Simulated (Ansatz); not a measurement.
Geometry optimisation, RKS B3LYP/def2-SVP in Ansatz 0.2.0.

Input file:

```yaml
crystal:
  periodic: [false, false, false]
  atoms:
    - { symbol: C, position_ang: [-0.27334, 1.09639, -0.41257] }
    - { symbol: Si, position_ang: [0.03161, -0.68975, 0.06425] }
    - { symbol: "N", position_ang: [0.92533, -1.15021, 1.31655] }
    - { symbol: F, position_ang: [-0.78345, -1.55564, -1.03926] }
    - { symbol: H, position_ang: [0.66797, 1.61137, -0.58036] }
    - { symbol: H, position_ang: [-0.87525, 1.17545, -1.31629] }
    - { symbol: H, position_ang: [-0.786, 1.62216, 0.38778] }
    - { symbol: H, position_ang: [1.39625, -0.51974, 1.94821] }
basis:
  gaussian: { orbitals: def2-SVP }
hamiltonian:
  xc: b3lyp
relax:
  f_tol: 0.015
  max_steps: 40
```

Run as:

```bash
$ ansatz run input.yaml --threads 1 --pin off --max-ram 2048MiB --backend cpu --events-out ev --progress --plain --runs-dir out
```

**Question.** Where does it end, and by what steps?

**Answer.** It converged. After 4 steps the energy has fallen by 0.223 eV; H8 moved furthest, 0.20 Å.

```
step  energy less start (eV)  largest force component (eV/Å)  accepted
   0                  0.0000                           1.266       yes
   1                 -0.1310                           0.916       yes
   2                 -0.2193                           0.130       yes
   3                 -0.2207                           0.095       yes
   4                 -0.2232                           0.011       yes
```

```xyz
8
Properties=species:S:1:pos:R:3
C -0.298 1.160 -0.451
Si 0.072 -0.582 0.120
N 0.908 -1.260 1.291
F -0.701 -1.573 -0.898
H 0.641 1.708 -0.630
H -0.895 1.155 -1.374
H -0.853 1.701 0.332
H 1.429 -0.719 1.978
```

The run took 22 s on 1 CPU thread of a shared host.
